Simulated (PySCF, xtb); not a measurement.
C5H8S, SMILES C=C=C(C)SC.

GFN2-xTB (xtb 6.7.1) at its own geometry gives an orbital gap of 3.63 eV and a dipole moment of 2.34 D.

The structure is a stationary point at PBE0-D3(BJ)/def2-SVP. Other conformers were not sampled.

### Question
What does PySCF with PBE/def2-TZVP give? (Estimate from the structure and the level; the computed values follow.)

### Answer
gap 4.09 eV (levels -5.11 and -1.02 eV), dipole 1.52 D.
